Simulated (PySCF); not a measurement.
Isomers of C5H8OSi2, one GFN2-xTB conformer each. Single-point energies are computed at PBE0/pcSseg-1 (PySCF, gas phase, no added dispersion term), electronic only.

Question: Rank them by PBE0/pcSseg-1 energy, lowest first (kcal/mol).
A. `[CH:1]#[C:2][Si@@H:3]([C:4]#[C:5][SiH3:6])[O:7][CH3:8]` with C2–Si3–O7–C8 -61°
B. `[CH:1]#[C:2][C@@H:3]1[C:4](=[O:5])[SiH2:6][C@@H:7]1[SiH3:8]` with C2–C3–C4–O5 82°, C3–C4–Si6–C7 -12°, C4–Si6–C7–Si8 135°, C2–C3–C7–Si6 100°

Answer: A (0.0), B (16.3).

As drawn, the lower has an Si–O bond, which the higher lacks; the higher has a four-membered ring and a C=O bond, which the lower lacks. GFN2-xTB itself gives, in the same order: 0.0, 11.4. Both levels put the same isomer lowest.

Which frontier levels, dipoles and rotational constants go with these structures?

```json
{"SMILES": "C#C[Si@@H](C#C[SiH3])OC", "HOMO (eV, PBE0/pcSseg-1)": "-8.08", "LUMO (eV)": "-1.01", "dipole (D)": "1.65", "A, B, C (MHz)": "1960, 642.4, 539.9"}
{"SMILES": "C#C[C@@H]1C(=O)[SiH2][C@@H]1[SiH3]", "HOMO (eV, PBE0/pcSseg-1)": "-6.85", "LUMO (eV)": "-1.62", "dipole (D)": "2.31", "A, B, C (MHz)": "1873, 1259, 867.4"}
```
